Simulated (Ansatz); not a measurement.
`C=[C](F)[GeH2][CH3]`. Charge 0, multiplicity 1. The structure was optimised at the PBE0-D4/def2-TZVP level. It is one conformer, not always the lowest.

```xyz
12

C     0.159   -0.175   -1.958
C     0.208   -1.033   -0.954
F     0.407   -2.344   -1.217
Ge    0.021   -0.620    0.951
C    -0.259    1.296    1.156
H     0.274   -0.498   -2.987
H     0.000    0.876   -1.761
H    -1.170   -1.424    1.502
H     1.302   -1.081    1.669
H    -0.364    1.548    2.212
H     0.589    1.850    0.751
H    -1.166    1.605    0.635
```

Task: What is the dipole moment at B3LYP/def2-TZVPP? (An estimate is asked.)

Result: The calculation gave: 2.03 D, with components (-0.30, 1.95, 0.47) D in this frame, pointing from negative to positive charge.

Task: And with PBE, r2SCAN, ωB97M-V? (Best estimate.)

Result: The calculation gave: PBE 1.89 D, r2SCAN 1.97 D, ωB97M-V 2.02 D.

Task: Give the Mulliken charges with B3LYP, PBE, r2SCAN in def2-TZVPP. (An estimate is asked.)

Result: Ansatz gave: 
```json
{"atom": "C1", "B3LYP": "-0.24", "PBE": "-0.22", "r2SCAN": "-0.20"}
{"atom": "C2", "B3LYP": "0.13", "PBE": "0.12", "r2SCAN": "0.12"}
{"atom": "F3", "B3LYP": "-0.21", "PBE": "-0.16", "r2SCAN": "-0.20"}
{"atom": "Ge4", "B3LYP": "0.20", "PBE": "0.16", "r2SCAN": "0.19"}
{"atom": "C5", "B3LYP": "-0.40", "PBE": "-0.39", "r2SCAN": "-0.30"}
{"atom": "H6", "B3LYP": "0.11", "PBE": "0.10", "r2SCAN": "0.10"}
{"atom": "H7", "B3LYP": "0.10", "PBE": "0.09", "r2SCAN": "0.08"}
{"atom": "H8", "B3LYP": "-0.01", "PBE": "-0.01", "r2SCAN": "-0.01"}
{"atom": "H9", "B3LYP": "-0.01", "PBE": "-0.01", "r2SCAN": "-0.01"}
{"atom": "H10", "B3LYP": "0.11", "PBE": "0.11", "r2SCAN": "0.08"}
{"atom": "H11", "B3LYP": "0.11", "PBE": "0.11", "r2SCAN": "0.09"}
{"atom": "H12", "B3LYP": "0.11", "PBE": "0.11", "r2SCAN": "0.09"}
```

B3LYP here is the variant with VWN-RPA as its local correlation; programs differ in this.
